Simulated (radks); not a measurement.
The numbers below are computed, except where a source is named.
Numerical settings for neutral carbon, [He] 2s2 2p2. Code: a radial shooting solver on a logarithmic mesh with Libxc functionals. Model: Dirac Kohn-Sham, PBE, spin-unpolarised, spherical densities, finite nucleus; open shells fill j = l - 1/2 first; Fermi nuclear charge, rms radius 2.4702 fm. The defaults (mesh step 0.008 in ln r, mesh end at 40 bohr or more with all orbitals vanishing there, Anderson mixing 0.5 over 9 steps, residual threshold near 1e-9 with the energy settled to 1e-9 hartree or 1e-11 of itself, here a cap of 82 iterations) give E = -37.7652 hartree and 2p1/2 at -5.288 eV in 13 iterations. Run on one thread of a shared host, so times are rough (Arm Neoverse N1): 0.06 s of CPU time, 0.06 s wall, 13 iterations on 2208 mesh points. Changes against that run (0 stands for a change within the tolerance of the run):

mesh step in ln r 0.08: iterations 13; converged yes; E (mhartree) -0.00103; e(2p1/2) (meV) -0.00408; CPU (s) 0.02
mesh step in ln r 0.2: iterations 82; converged no; E (mhartree) -2.52e+05; CPU (s) 0.12
mesh step in ln r 0.03: iterations 13; converged yes; E (mhartree) 0; e(2p1/2) (meV) 0; CPU (s) 0.02
mesh end (bohr) 3: iterations 13; converged level above zero; E (mhartree) +451; e(2p1/2) (meV) +9.3e+03; CPU (s) 0.04
mesh end (bohr) 8: iterations 13; converged yes; E (mhartree) +0.438; e(2p1/2) (meV) +46.4; CPU (s) 0.05
residual threshold 0.001: iterations 8; converged yes; E (mhartree) 0; e(2p1/2) (meV) +0.103; CPU (s) 0.04
residual threshold 0.01: iterations 8; converged yes; E (mhartree) 0; e(2p1/2) (meV) +0.103; CPU (s) 0.04
mixing 0.2: iterations 14; converged yes; E (mhartree) 0; e(2p1/2) (meV) 0; CPU (s) 0.06
linear mixing, mixing 0.05: iterations 82; converged no; E (mhartree) +0.00355; e(2p1/2) (meV) -87.4; CPU (s) 0.24
linear mixing, mixing 0.8: iterations 25; converged yes; E (mhartree) 0; e(2p1/2) (meV) 0; CPU (s) 0.08
mixing history 20: iterations 17; converged yes; E (mhartree) 0; e(2p1/2) (meV) 0; CPU (s) 0.07
iteration cap 5: iterations 5; converged no; E (mhartree) +0.00615; e(2p1/2) (meV) -38.6; CPU (s) 0.02

Settled on a wrong energy, with an occupied level pushed above zero by the early mesh end: mesh end (bohr) 3 (+0.451 hartree). Apart from these: no run marked as converged misses the energy by more than 1 mhartree. A mesh that ends early acts as a hard wall.
